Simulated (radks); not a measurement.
As III, 31 electrons, occupied as [Ar] 3d10 4s2 6p1 (not the ground configuration). Method: scalar-relativistic Kohn-Sham, PBE, spin-polarised, spherical densities, point nucleus; open shells are filled with parallel spins first; computed with a radial shooting solver on a logarithmic mesh with Libxc functionals.

Unscreened Slater integrals over Kohn-Sham orbitals (cm^-1). They are taken over the spin-up orbitals.

| integral | value |
|---|---|
| F0(6p,6p) | 23423 |
| F2(6p,6p) | 12538 |
| F0(6p,4s) | 32363 |
| G1(6p,4s) | 2089.6 |
| F0(6p,3d) | 34194 |
| F2(6p,3d) | 2454.3 |
| G1(6p,3d) | 802.49 |
| G3(6p,3d) | 773.29 |
| F0(6p,3p) | 34286 |
| F2(6p,3p) | 2260.0 |
| G0(6p,3p) | 564.93 |
| G2(6p,3p) | 681.93 |
| F0(4s,4s) | 112870 |
| F0(4s,3d) | 142760 |
| G2(4s,3d) | 13984 |
| F0(4s,3p) | 144100 |
| G1(4s,3p) | 9898.4 |
| F0(3d,3d) | 300830 |
| F2(3d,3d) | 141770 |
| F4(3d,3d) | 88718 |
| F0(3d,3p) | 309560 |
| F2(3d,3p) | 147620 |
| G1(3d,3p) | 180200 |
| G3(3d,3p) | 110730 |
| F0(3p,3p) | 321490 |
| F2(3p,3p) | 160880 |

Derived for the open shells (J is the average intra-shell exchange parameter used in DFT+U). 6p: J = F2/5 = 2508 cm^-1.
